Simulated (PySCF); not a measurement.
CH3N2S, SMILES [NH]C(N)=S (connectivity only; charge and spin as stated), charge -1, multiplicity 1. Atoms are numbered in the order given.

```xyz
7

N      0.9177    -1.0218     0.9155
C      0.0243    -0.3206     0.2819
N     -1.3176    -0.6820     0.5060
S      0.2598     1.0346    -0.8057
H      1.8328    -0.6314     0.6953
H     -1.4080    -1.6460     0.8140
H     -1.9277    -0.4255    -0.2598
```
Charge -1, spin multiplicity 1.

The structure is a stationary point at r2SCAN-D4/def2-SVPD. The multiplicity is an assumed one; other spin states were not compared. The isomer is the one that the SMILES or the coordinates give; other isomers of the formula were not compared. The values are those of a single conformer.

The numbers are results of PySCF with SMD-M06-2X/def2-SVPD, not measurements.

Solvation free energies are E(SMD) − E(gas) at the gas-phase geometry, for 1 M in both phases.

Computed solvation free energies in water, benzene, tetrahydrofuran:
```json
[
 {"solvent": "water", "ΔG(solv) (kcal/mol)": "-60.6", "its non-electrostatic (CDS) part": "0.6"},
 {"solvent": "benzene", "ΔG(solv) (kcal/mol)": "-34.2", "its non-electrostatic (CDS) part": "-0.9"},
 {"solvent": "tetrahydrofuran", "ΔG(solv) (kcal/mol)": "-53.2", "its non-electrostatic (CDS) part": "-0.2"}
]
```
